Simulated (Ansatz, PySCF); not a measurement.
Spin states of H3IrO3 (SMILES [OH][Ir]([OH])[OH]), each relaxed with B3LYP-D3(BJ)/def2-TZVP.
State 1 (charge 0, multiplicity 1):
```xyz
7

Ir     0.0259     0.0986     0.0409
O      1.6656    -0.3872    -0.6600
H      2.3273     0.2718    -0.3849
O     -0.4800    -0.5226     1.7051
H     -0.9053    -1.3927     1.6114
O     -1.0958     1.1982    -0.9308
H     -1.6394     0.6585    -1.5307
```
State 2 (charge 0, multiplicity 3):
```
atom    x (Å)    y (Å)    z (Å)
----  -------  -------  -------
Ir    -0.4035   0.2167   0.0784
O      1.2189  -0.6729  -0.3565
H      1.9460  -0.0505  -0.2001
O     -0.5971  -0.7984   1.6594
H      0.1636  -1.3500   1.8925
O     -1.0179   1.4594  -1.2041
H     -1.4119   1.1202  -2.0187
```

Singlets are restricted, other states unrestricted; no spin–orbit coupling, no relativity up to Kr; see below for the cores. The largest T1 diagnostic is 0.037.

Run with Ansatz (Gaussian orbitals); PySCF for the dispersion terms.  In def2 rows elements past Kr take small-core potentials, without spin–orbit coupling.

One of these levels gives 0.868 eV for the energy of the multiplicity-3 state less that of the multiplicity-1 state. Which?
A) BHLYP-D3(BJ)/def2-TZVPP
B) B3LYP/def2-TZVPP
C) PBE/def2-TZVPP

C, PBE/def2-TZVPP. The others give 0.726 (B3LYP/def2-TZVPP), 0.496 (BHLYP-D3(BJ)/def2-TZVPP)

Ansatz is a quantum-chemistry and plane-wave program.
